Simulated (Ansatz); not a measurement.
tin atom (Sn), triplet (core potentials on Sn); HF/def2-TZVP in Ansatz (a program for electronic structure).

Input for Ansatz:
Ansatz 0.2 input:
```yaml
crystal:
  periodic: [false, false, false]
  atoms:
    - {symbol: Sn, position_ang: [0.00000000, 0.00000000, 0.00000000]}
basis:
  gaussian:
    orbitals: def2-TZVP
hamiltonian:
  xc: hf
magnetization: {spin_polarized: true, initial_magnetization: 2}
```

What does Ansatz print? Leave out banner, timings and long lists.


```
Functional definition: HF
315 factors; integrals over basis functions are off by at most 1.2e-4 eV
mean field evaluation 1: about -5805.0788 eV, gradient 3.7e0 eV
mean field evaluation 2: about -5805.0797 eV, gradient 3.7e0 eV
mean field evaluation 4: about -5805.2746 eV, gradient 2.0e-1 eV
mean field evaluation 8: about -5805.2749 eV, gradient 5.1e-6 eV
mean field evaluation 16: about -5805.2748 eV, gradient 5.8e-2 eV
mean field evaluation 32: about -5805.2749 eV, gradient 1.3e-2 eV
mean field -5805.27487213 eV, -213.3399165943 hartree, gradient 4.6e-5 eV, S^2 2.011832; 0 other end points of the search recorded, 0 dependent functions left out
reference -5805.27487213 eV, -213.3399165943 hartree; 12, 10 occupied and 38, 40 virtual orbitals, 315 factors
Total energy: -5805.27487213 eV, -213.3399165943 hartree
```
